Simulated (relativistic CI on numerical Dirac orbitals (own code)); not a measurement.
# Bi58+: sensitivity of the levels to the model

Base calculation: Dirac-Coulomb-Breit CI, separate exchange-only KLI orbitals for each configuration, QED by a radiative potential, unscaled Slater integrals.

Configuration list (outside the closed core [Ne]): 3s2.3p6.3d7, 3s2.3p5.3d8, 3s2.3p4.3d9, 3s.3p6.3d8, 3p6.3d9, 3s.3p5.3d9, 3s2.3p6.3d6.4s, 3s2.3p6.3d6.4p, 3s2.3p4.3d8.4s, 3s2.3p6.3d6.4d, 3s2.3p4.3d8.4p, 3s2.3p5.3d7.4s, 3s2.3p6.3d6.4f, 3s2.3p5.3d7.4p, 3s2.3p6.3d5.4s2, 3s.3p6.3d7.4s. Levels of other configurations are missing.

Variants: (1) valence Slater integrals scaled by 0.9; (2) QED terms removed; (3) only the first 3 configurations. Shifts of the energy above 3s2.3p6.3d7 4F_9/2, in eV, for the lowest level and the first level of each name with at least 55 % of one term (blank where a level changes its place among those of its configuration and J or its character, or is not in the variant):

| Level | Base | Δ(1) | Δ(2) | Δ(3) |
| --- | --- | --- | --- | --- |
| 3s2.3p6.3d7 4F_9/2 | 0.00 | 0.00 | 0.00 | 0.00 |
| 3s2.3p6.3d7 4F_7/2 | 115.80 | +0.45 | -0.30 | -0.05 |
| 3s2.3p6.3d7 4P_5/2 | 130.48 | -0.87 | -0.30 | +0.02 |
| 3s2.3p6.3d7 2H_11/2 | 133.00 | -1.57 | -0.30 | -0.12 |
| 3s2.3p6.3d7 2F_7/2 | 141.93 | -2.12 | -0.30 | +0.11 |
| 3s2.3p6.3d7 2F_5/2 | 146.66 | -2.68 | -0.29 | +0.13 |
| 3s2.3p6.3d7 2D_3/2 | 168.57 | -4.55 | -0.29 | +0.14 |
| 3s2.3p6.3d7 4F_5/2 | 239.65 | +0.03 | -0.59 | -0.03 |
| 3s2.3p6.3d7 2H_9/2 | 249.81 | -1.18 | -0.59 | -0.10 |
| 3s2.3p5.3d8 4G°_11/2 | 515.92 | +2.75 | +1.03 | -0.10 |
| 3s2.3p5.3d8 2D°_5/2 | 529.81 | +1.50 | +1.03 | +0.67 |
| 3s2.3p5.3d8 4F°_9/2 | 538.46 | +0.50 | +1.03 | +0.57 |
| 3s2.3p5.3d8 2P°_3/2 | 569.61 | -2.15 | +1.04 | +1.39 |
| 3s2.3p5.3d8 4G°_9/2 | 641.35 | +1.83 | +0.74 | +0.08 |
| 3s2.3p5.3d8 2H°_11/2 | 665.82 | -0.94 | +0.75 | +0.08 |
| 3s2.3p5.3d8 2G°_9/2 | 688.17 | -2.73 | +0.74 | +0.58 |
| 3s2.3p5.3d8 2F°_5/2 | 703.09 | -4.08 | +0.75 | +2.01 |
| 3s2.3p5.3d8 4D°_1/2 | 792.48 | -1.57 | +0.46 | +1.53 |
| 3s2.3p4.3d9 4F_9/2 | 1077.07 | +1.60 | +2.09 | +0.35 |
| 3s2.3p4.3d9 2P_1/2 | 1087.90 | +0.81 | +2.09 | +1.07 |
| 3s2.3p4.3d9 2D_5/2 | 1110.60 | -1.54 | +2.09 | +0.81 |

At this charge energies of transitions that change n are usually good to better than 1 %, and those within a shell (Δn = 0) to a few per cent.

Ionisation energy from the two ground configurations alone: base 6053.85 eV. The NIST ASD value (theoretical) is 6054 eV.

LS names give the leading component of a level, which can be under half, so a name can repeat, a term be missing and a line seem to break the LS rules.
